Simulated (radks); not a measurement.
Spherical quantum dot in the effective-mass picture: electrons in a well V = -V0 / (1 + exp((r - R)/a)) with V0 = 3.19, R = 6.27, a = 0.25, with a point charge +1 (a donor) at the centre, all in effective atomic units (hartree* = m*/eps^2 hartree, bohr* = eps/m* bohr), one dielectric constant everywhere. Calculated with a radial shooting solver with Libxc functionals: non-relativistic Kohn-Sham, exchange-only LDA, spin-polarised, spherical densities. Levels are named by radial order and angular momentum (1s, 1p, 1d, 2s, ...), and open shells are averaged over m. Results are scaled to m* = 0.04 and eps = 14.7, for which hartree* = 5.037 meV and bohr* = 19.45 nm. Each electron was tried in the lowest free levels, single moves between levels near the top were tried too, and the lowest total energy was kept; such a search can miss a lower state. The series stops at N = 14: beyond it a trial failed or the search could not be trusted, so later rows were left out. At N = 1 the Hartree and exchange-correlation terms need not cancel, so that row can carry a self-interaction error.

N,open shells,2S,E (meV),mu = E(N) - E(N-1) (meV),addition energy mu(N+1) - mu(N) (meV),e(HOMO) (meV),rms radius (nm)
1,"1s(up 1, down 0)",1,-18.3651,-18.365,2.557,-17.292,35.28
2,none,0,-34.1732,-15.808,2.118,-15.222,48.00
3,"1p(up 1, down 0)",1,-47.8630,-13.690,0.9312,-13.237,61.58
4,"1p(up 2, down 0)",2,-60.6217,-12.759,0.9694,-12.276,68.24
5,"1p(up 3, down 0)",3,-72.4109,-11.789,1.403,-11.302,72.52
6,"1p(up 3, down 1)",2,-82.7967,-10.386,0.8546,-9.9749,75.70
7,"1p(up 3, down 2)",1,-92.3278,-9.5312,0.9091,-9.0805,78.16
8,none,0,-100.950,-8.6220,1.301,-8.1613,80.15
9,"2s(up 1, down 0)",1,-108.271,-7.3213,1.183,-6.7779,81.53
10,"1d(up 1, down 0) 2s(up 1, down 0)",2,-114.409,-6.1380,0.9027,-5.6874,83.18
11,"1d(up 2, down 0) 2s(up 1, down 0)",3,-119.644,-5.2353,0.9057,-4.7828,84.58
12,"1d(up 3, down 0) 2s(up 1, down 0)",4,-123.974,-4.3296,0.9066,-3.8764,85.80
13,"1d(up 4, down 0) 2s(up 1, down 0)",5,-127.397,-3.4230,0.9063,-2.9556,86.88
14,"1d(up 5, down 0) 2s(up 1, down 0)",6,-129.914,-2.5167,-,-2.0007,87.84

All shells are closed at N = 2, 8 (there: 1s2 1p6); the second difference of the energy has clear peaks (12 % above both neighbours; the first and last values, which can be the largest, are not judged, and half-filled shells can peak too) at N = 5.
